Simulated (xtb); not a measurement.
H$_{4}$P$_{2}$, triplet, geometry from GFN2-xTB (a higher spin typed on purpose: for a closed-shell molecule this is an excited state), atoms displaced at random by about 0.02 Å a coordinate. Base run: GFN2-xTB (xtb 6.7.1).

Input for xtb:
```
$ xtb mol.xyz --gfn 2 --uhf 2 --opt --json

# file mol.xyz
6

P     -1.20873364    -0.19622747     0.39896756
P      1.16030627     0.20194474    -0.32171800
H     -1.63720648     1.03840566    -0.13718027
H     -1.46393434    -0.86127633    -0.82214232
H      1.55013758    -0.85885008     0.49020721
H      2.51222221     0.41761572    -0.75749053
```

The base run was repeated with changes; each row names its change, and settings that it needs were set with it.

| change | ΔE vs base (kcal/mol) | optimiser steps |
|---|---|---|
| base | 0.000 | 7 |
| opt level = loose | 0.016 | 4 |
| engine = lbfgs | 0.000 | - |
| opt level = extreme | -0.001 | 22 |
| opt level = lax | 0.016 | 4 |
| alpb = toluene | -3.76 | 7 |
| alpb = thf | -4.86 | 7 |
| opt level = crude | 0.100 | 2 |
| engine = inertial | 0.009 | - |
| opt level = vtight | -0.001 | 16 |
